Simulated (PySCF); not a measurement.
CH4BrFOSi, SMILES C[Si](O)(F)Br.

Coordinates come from a PBE-D3(BJ)/def2-SVP optimisation. The values are those of a single conformer.

All values below come from PySCF with TDDFT-PBE/def2-SVPD.

Vertical excitations. Isolated molecule, no solvent.

| state | energy (eV) | λ (nm) | f | main pairs |
|---|---|---|---|---|
| S1 | 6.52 | 190 | 0.024 | HOMO→LUMO 93 % |
| S2 | 6.61 | 188 | 0.061 | HOMO−1→LUMO 93 % |
| S3 | 7.14 | 174 | 0.003 | HOMO→LUMO+1 94 % |
| S4 | 7.23 | 171 | 0.008 | HOMO−1→LUMO+1 93 % |
| S5 | 7.56 | 164 | 0.058 | HOMO−2→LUMO 78 %, HOMO→LUMO+2 16 % |
| S6 | 7.64 | 162 | 0.018 | HOMO→LUMO+2 60 %, HOMO−1→LUMO+2 23 % |
| S7 | 7.69 | 161 | 0.001 | HOMO−1→LUMO+2 74 %, HOMO→LUMO+2 15 % |
| S8 | 7.79 | 159 | 0.040 | HOMO−3→LUMO 87 % |
| S9 | 7.87 | 157 | 0.002 | HOMO→LUMO+3 73 %, HOMO−1→LUMO+3 23 % |
| S10 | 8.01 | 155 | 0.004 | HOMO−1→LUMO+3 50 %, HOMO−2→LUMO+1 39 %, HOMO→LUMO+3 8 % |
| T1 | 6.28 | 197 | 0 | HOMO→LUMO 97 % |
| T2 | 6.35 | 195 | 0 | HOMO−1→LUMO 97 % |
| T3 | 6.84 | 181 | 0 | HOMO→LUMO+1 91 % |
| T4 | 6.91 | 179 | 0 | HOMO−1→LUMO+1 91 % |
Triplets are in the Tamm–Dancoff approximation, which puts them higher than full response would, so one can lie above its singlet here.
